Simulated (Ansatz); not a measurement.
C6H16Cl2GeN2, SMILES `CC(C)[NH][Ge]([Cl])([Cl])[NH]C(C)C` at its PBE0-D4/def2-TZVP geometry, where that method's forces vanish. Total charge 0; spin multiplicity 1.

```xyz
27

C    -2.9300   -1.1635    1.1812
C    -1.9114   -0.1613    0.6582
C    -2.4864    1.2450    0.6059
N    -1.3939   -0.5265   -0.6575
Ge    0.0691   -1.5525   -0.8487
Cl    0.2244   -1.8590   -2.9783
Cl    0.0155   -3.5175    0.0395
N     1.4498   -0.7398   -0.0345
C     1.8921    0.5973   -0.4205
C     2.9582    0.5662   -1.5058
C     2.3692    1.3502    0.8110
H    -3.2820   -0.8829    2.1771
H    -2.5008   -2.1655    1.2370
H    -3.8006   -1.2023    0.5185
H    -1.0512   -0.1527    1.3375
H    -3.3341    1.2862   -0.0853
H    -1.7349    1.9573    0.2615
H    -2.8425    1.5589    1.5900
H    -2.1152   -0.6803   -1.3487
H     2.2050   -1.3541    0.2377
H     1.0092    1.1134   -0.8147
H     2.5981    0.0440   -2.3940
H     3.2532    1.5777   -1.7960
H     3.8531    0.0484   -1.1455
H     3.2366    0.8499    1.2530
H     2.6665    2.3701    0.5551
H     1.5829    1.3934    1.5664
```

Question: What forces (eV/Å) does B3LYP-D4/def2-TZVPP give on these atoms in Ansatz? (An estimate is asked.)

Answer: The calculation gave: 
```
C1  -0.140 -0.176  0.092
C2   0.134  0.047  0.220
C3  -0.072  0.224  0.000
N4  -0.108  0.038 -0.191
Ge5  0.000  0.008  0.006
Cl6  0.033 -0.034 -0.322
Cl7 -0.019 -0.292  0.144
N8   0.112 -0.132  0.139
C9  -0.144  0.201 -0.086
C10  0.149 -0.008 -0.193
C11  0.056  0.125  0.191
H12  0.011 -0.024 -0.045
H13 -0.040  0.057  0.005
H14  0.038 -0.008  0.034
H15 -0.070  0.003 -0.044
H16  0.039  0.009  0.032
H17 -0.049 -0.028  0.022
H18  0.015 -0.001 -0.050
H19  0.014  0.014 -0.001
H20 -0.015  0.005  0.012
H21  0.071 -0.030  0.029
H22  0.036  0.038  0.047
H23 -0.008 -0.052  0.004
H24 -0.039  0.022 -0.027
H25 -0.041  0.029 -0.011
H26 -0.013 -0.044  0.025
H27  0.050  0.006 -0.034
```

B3LYP here is the variant with VWN-RPA as its local correlation; programs differ in this.
